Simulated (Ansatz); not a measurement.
Basis sets compared for Ge2Te3. Charge 0, multiplicity 1. Geometry B3LYP-D4/def2-SVP. Ansatz on 4 threads of Arm Neoverse V1 on a shared host; times are rough, and most runs start from earlier orbitals.

```xyz
5

Ge   -1.202    0.275   -1.231
Ge    1.766   -0.781    0.626
Te   -0.978   -1.202    1.167
Te   -1.124    1.570    1.184
Te    1.538    0.137   -1.746
```

In the def2 sets Te takes a core potential; there is no spin–orbit coupling. Another isomer (singlet) lies 0.42 eV lower at PBE0-D4/def2-TZVP; other spin states weren't run for this one.

Binding counts from free atoms (Ge triplet, Te triplet) in the same basis, without a counterpoise term.

```
           level  functions  energy (Eh)  HOMO (eV)  LUMO (eV)  binding per atom (eV)  wall time
 PBE-D4/def2-SVP        142   -4957.0690      -5.04      -3.71                   2.70      2.2 s
PBE0-D4/def2-SVP        142   -4957.2087      -5.95      -3.14                   2.51      4.7 s
```

(1) Estimate the rows for PBE-D4/def2-TZVP (with forces), PBE0-D4/def2-TZVP.

Answers

(1) 
```
                         level  functions  energy (Eh)  HOMO (eV)  LUMO (eV)  binding per atom (eV)  wall time
PBE-D4/def2-TZVP (with forces)        246   -4957.6227      -5.07      -3.71                   2.72      5.5 s
             PBE0-D4/def2-TZVP        246   -4957.7610      -5.93      -3.11                   2.54       11 s
```
